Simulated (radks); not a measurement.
Values are calculated unless marked as measured or tabulated.
Species: Ge III. Configuration: [Ar] 3d10 4s2 (the NIST ground configuration).

Level of theory: Dirac Kohn-Sham, LDA (Slater exchange, Perdew-Wang correlation), spin-unpolarised, spherical densities, point nucleus (a radial shooting solver on a logarithmic mesh with Libxc functionals).

Energy parts (hartree):
| part | energy |
|---|---|
| total | -2095.14071 |
| kinetic | 2138.79136 |
| electron-nucleus | -5037.59291 |
| Hartree | 879.75144 |
| exchange-correlation | -76.09060 |

Orbitals (lengths in bohr, moments of r in powers of bohr):
| orbital | occ. | eigenvalue (hartree) | <r> | <1/r> | small-component weight |
|---|---|---|---|---|---|
| 1s1/2 | 2 | -402.7079 | 0.04706 | 32.34 | 1.34e-02 |
| 2s1/2 | 2 | -51.04475 | 0.2102 | 7.137 | 2.59e-03 |
| 2p1/2 | 2 | -45.53590 | 0.1814 | 7.107 | 2.58e-03 |
| 2p3/2 | 4 | -44.36690 | 0.1850 | 6.913 | 2.53e-03 |
| 3s1/2 | 2 | -6.89989 | 0.6253 | 2.290 | 5.94e-04 |
| 3p1/2 | 2 | -5.08288 | 0.6403 | 2.166 | 5.45e-04 |
| 3p3/2 | 4 | -4.92519 | 0.6512 | 2.118 | 5.31e-04 |
| 3d3/2 | 4 | -1.83356 | 0.7290 | 1.794 | 4.02e-04 |
| 3d5/2 | 6 | -1.81189 | 0.7342 | 1.782 | 3.98e-04 |
| 4s1/2 | 2 | -1.08882 | 1.933 | 0.6795 | 8.05e-05 |

The highest occupied level is 4s1/2 at -29.628 eV. Summed over all electrons, <r^2> = 19.57 bohr^2, which gives a Langevin (diamagnetic) susceptibility term of -15.5 x 10^-6 cm^3/mol. The density falls to 0.001 e/bohr^3 at r = 3.40 bohr.
